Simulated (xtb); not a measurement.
Al(I)(OH)(OMe) (CH4AlIO2), SMILES C[O][Al]([OH])[I]. All values are semi-empirical tight-binding results from xtb (GFN2-xTB unless named), good for trends rather than for accurate numbers. Geometry optimised at GFN2-xTB. The structure was generated by enumeration; whether it is a known compound was not checked. Other conformers were not sampled.

For metal compounds this method's bond lengths and energies can be far off.

Computed properties:
| Property | Value |
|---|---|
| point group as xtb finds it | Cs |
| orbital gap | 3.99 eV |
| zero-point energy | 34.3 kcal/mol |
| G − E(el) at 298.15 K (modified RRHO) | 12.1 kcal/mol |
